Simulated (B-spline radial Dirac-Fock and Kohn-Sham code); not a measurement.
## Dipole and non-dipole photoemission parameters of C 2s

System: the C atom, [He] 2s2 2p2; threshold 16.70 eV (orbital energy of the model). Level of theory: Dirac-Hartree-Slater photoionisation with a Latter tail; cross sections with all multipoles, angular parameters from the dipole term and its interference with E2; a radial atomic solver.

Input file task.json (cfg lists n, l and occupation; rrms is the nuclear radius in fm):

```json
{"items": [{
  "Z": 6,
  "q": 0,
  "cfg": [[1, 0, 2], [2, 0, 2], [2, 1, 2]],
  "A": 12,
  "rrms": 2.4702,
  "do": "xps",
  "hv": [61.5, 68.9, 75.4, 80, 95.0, 100, 133.0, 150, 239.0, 301.0, 384.0, 400, 408.0, 469.0, 602.0, 707.0, 743.0, 1000, 1190.0, 1200.0, 1253.6, 1740.0, 1900.0, 4540.0, 4680.0, 4890.0, 5110.0, 6000, 12000, 14000.0],
  "edges": {"K": 284.2}
}]}
```

Run with: `python xray2_run.py task.json out`

For linearly polarised light dσ/dΩ = σ/(4π) [1 + β P₂(cos θ) + (δ + γ cos²θ) sin θ cos φ], with θ from the polarisation vector and φ the angle between the beam and the projection of the electron momentum on the plane normal to the polarisation.

```
hν (eV)    σ (kb)      β       γ
   61.5       736  2.000  -0.026
   68.9       638  2.000  -0.023
   75.4       564  2.000  -0.019
     80       518  2.000  -0.015
     95       395  2.000  -0.001
    100       362  2.000   0.005
    133       213  2.000   0.043
    150       168  2.000   0.062
    239      62.7  2.000   0.150
    301      37.1  2.000   0.202
    384      21.0  2.000   0.263
    400      19.1  2.000   0.273
    408      18.2  2.000   0.279
    469      13.0  2.000   0.318
    602      6.99  2.000   0.398
    707      4.64  2.000   0.454
    743      4.08  2.000   0.473
   1000      1.86  2.000   0.592
   1190      1.16  2.000   0.669
   1200      1.13  2.000   0.672
 1253.6      1.01  2.000   0.692
   1740         ?      ?       ?
   1900     0.313  2.000   0.906
   4540    0.0234  2.000   1.513
   4680    0.0213  2.000   1.537
   4890    0.0186  2.000   1.574
   5110    0.0162  2.000   1.611
   6000   0.00989  2.000   1.756
  12000   0.00110  2.000   2.552
  14000  0.000668  2.000   2.762
```

Q: Give the values at 1740 eV.

A: σ = 0.403 kb, β = 2.000, γ = 0.856. For an s subshell δ is negligible.

Values without a named source are computed, but for edge energies of neutral atoms, which are taken from tables.
